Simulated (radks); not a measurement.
The numbers below are computed, except where a source is named.
Charge is removed step by step from the 3s1/2 level of Cl, starting from [Ne] 3s2 3p5. Code: a radial shooting solver on a logarithmic mesh with Libxc functionals. Model: Dirac Kohn-Sham, PBEsol, spin-unpolarised, spherical densities, point nucleus; open shells fill j = l - 1/2 first.

\begin{tabular}{lrrr}
removed (e) & E - E(0) (eV) & eigenvalue (eV) & E minus straight line (eV) \\ \hline
0 & 0.000 & -20.610 & 0.000 \\
0.125 & 2.664 & -22.025 & -0.648 \\
0.25 & 5.508 & -23.469 & -1.117 \\
0.375 & 8.533 & -24.939 & -1.404 \\
0.5 & 11.743 & -26.434 & -1.505 \\
0.625 & 15.142 & -27.952 & -1.418 \\
0.75 & 18.732 & -29.493 & -1.141 \\
0.875 & 22.516 & -31.056 & -0.669 \\
1 & 26.497 & -32.639 & 0.000 \\
\end{tabular}

Removing the whole electron costs 26.497 eV by Delta-SCF, against 20.610 eV from minus the eigenvalue at the starting occupation. Slater's transition state (half an electron removed) gives 26.434 eV. Integrating minus the eigenvalue over the occupation (Janak's theorem) gives 26.497 eV. The mean slope of the eigenvalue, de/dn, is 12.0 eV per electron.
